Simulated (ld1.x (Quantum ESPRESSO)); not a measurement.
**Plane-wave convergence, TM potential for caesium**

```
Element                 : caesium
Generator               : ld1.x (Quantum ESPRESSO) 7.5
Type                    : norm-conserving Troullier–Martins (Kleinman–Bylander form)
Functional              : PW91
Relativity              : scalar-relativistic
Frozen core             : [Kr] 4d10
Valence charge          : 9
Reference configuration : 5s2 5p6 5d0 6s0 6p0 (charge +1)
Partial waves           : 5s (bound): rc 1.95 bohr; 5p (bound): rc 2.80 bohr; 5d (bound, empty): rc 0.80 bohr
Local potential         : all-electron potential smoothed inside 1.30 bohr (lloc = -2)
Core correction         : a·sin(br)/r model core inside 0.45 bohr
```

The pseudo-atom Hamiltonian at the reference potential is diagonalised in spherical Bessel functions j_l(qr) that vanish at 20 bohr, with q² up to the cutoff. All-electron valence levels (Ry): 5s -2.3532, 6s -0.4244, 5p -1.3763, 6p -0.2553, 5d -0.3295.

Q: How do the lowest levels (Ry) of each channel move with the cutoff, and are there ghosts?

A:

```csv
cutoff (Ry),s #1,s #2,s #3,p #1,p #2,p #3,d #1,d #2,f #1,f #2,Σ f·Δε (mRy)
8,-2.2714,-0.4562,-0.1369,-1.3743,-0.2578,-0.0878,-0.7803,-0.1260,-0.0467,0.0441,175.5
12,-2.3225,-0.4614,-0.1422,-1.3749,-0.2584,-0.0880,-1.1897,-0.1500,-0.0468,0.0436,69.8
15,-2.3376,-0.4868,-0.1945,-1.3759,-0.2584,-0.0880,-1.4239,-0.1612,-0.0468,0.0433,33.6
21,-2.3513,-1.3929,-0.4136,-1.3763,-0.2586,-0.0881,-2.0645,-0.1890,-0.0469,0.0430,4.1
30,-2.3524,-2.1064,-0.4171,-1.3763,-0.2592,-0.0883,-2.7609,-0.2168,-0.0469,0.0429,1.6
40,-2.3527,-2.3138,-0.4173,-1.3763,-0.2593,-0.0884,-3.6362,-0.2521,-0.0469,0.0428,1.1
45,-2.3527,-2.3206,-0.4173,-1.3763,-0.2593,-0.0884,-3.9227,-0.2639,-0.0469,0.0428,1.0
55,-2.3528,-2.3220,-0.4173,-1.3763,-0.2593,-0.0884,-4.5708,-0.2908,-0.0469,0.0428,0.7
400,-2.3532,-2.3277,-0.4173,-1.3763,-0.2593,-0.0884,-5.5739,-0.3295,-0.0469,0.0428,0.0
```

Result: ghost states, extra bound levels that the all-electron valence spectrum of the same l lacks: d at -75.8 eV, s at -31.7 eV (a true bound ghost makes a file unfit for plane-wave use); 10 mRy is reached at 18 Ry and 1 mRy at 45 Ry.

The cutoffs count occupied waves only; the empty 5d level needs 80 Ry at the loose tolerance. 6 of 7 tests not solved or not reliable.
